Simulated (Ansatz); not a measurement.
Compare A (`C[SiH2][SnH2][F]`) with its isomer B (`FC[SiH2][SnH3]`).

Isolated molecules relaxed with PBE0-D4/def2-TZVP in Ansatz; ΔE leaves out vibrations. CBS: MP2 limit from def2 TZ/QZ plus the TZ coupled-cluster correction, frozen cores. Functionals use def2-TZVPP. B3LYP here is the variant with VWN-RPA as its local correlation; programs differ in this. Elements past krypton have def2 core potentials. For Sn outer-core shells are correlated without core-valence functions, which leaves a few kJ/mol of doubt a bond. Each species was taken in one conformer, which may not be the lowest.

(1) Which is lower in electronic energy at CCSD(T)/CBS, and by how much? (Estimate.)

(2) Give E(B) − E(A) in kcal/mol with B3LYP-D4, r2SCAN-D4, B2PLYP, MP2/def2-TZVPP, CCSD(T)/def2-TZVPP, CCSD/def2-TZVPP, PBE-D4. (Best estimate.)

Largest T1 diagnostic: 0.013.

Results:

(1) Ansatz gave: A, by 42.0 kcal/mol.

(2) Computed: B3LYP-D4 40.2, r2SCAN-D4 41.2, B2PLYP 41.1, MP2/def2-TZVPP 41.9, CCSD(T)/def2-TZVPP 39.2, CCSD/def2-TZVPP 39.2, PBE-D4 39.3. None reverses the order clearly.
